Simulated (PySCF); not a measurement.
## How methods differ on the excitation energy of Pd

Pd [Kr] 4d10 (1S) → Pd [Kr] 4d9 5s1 (3D), as a difference of total energies. All numbers are calculated (PySCF 2.14, scalar relativity through the core potential, in aug-cc-pwCVDZ-PP with ECP28MDF (6s6p5d3f, 70 functions)). Correlated levels: valence: 4s2 4p6 frozen; valence and next inner shell: nothing frozen outside the core potential. The calculations carry no spin-orbit coupling.

```json
{"method": "UHF", "excitation energy (eV)": "-0.052"}
{"method": "PBE0", "excitation energy (eV)": "0.770"}
{"method": "r2SCAN", "excitation energy (eV)": "0.603"}
{"method": "M06-L", "excitation energy (eV)": "0.970"}
{"method": "B97-3", "excitation energy (eV)": "0.911"}
{"method": "r2SCANh", "excitation energy (eV)": "0.596"}
{"method": "CAM-B3LYP", "excitation energy (eV)": "0.807"}
{"method": "MP2 (valence)", "excitation energy (eV)": "1.254"}
{"method": "SCS-MP2 (valence)", "excitation energy (eV)": "1.202"}
{"method": "MP2 (valence and next inner shell)", "excitation energy (eV)": "1.203"}
{"method": "SCS-MP2 (valence and next inner shell)", "excitation energy (eV)": "1.106"}
```

Question: Estimate what LDA gives.

Answer: 0.967 eV, closest to M06-L among the rows shown.

Question: Estimate what PBE gives.

Answer: 0.841 eV, closest to CAM-B3LYP among the rows shown.
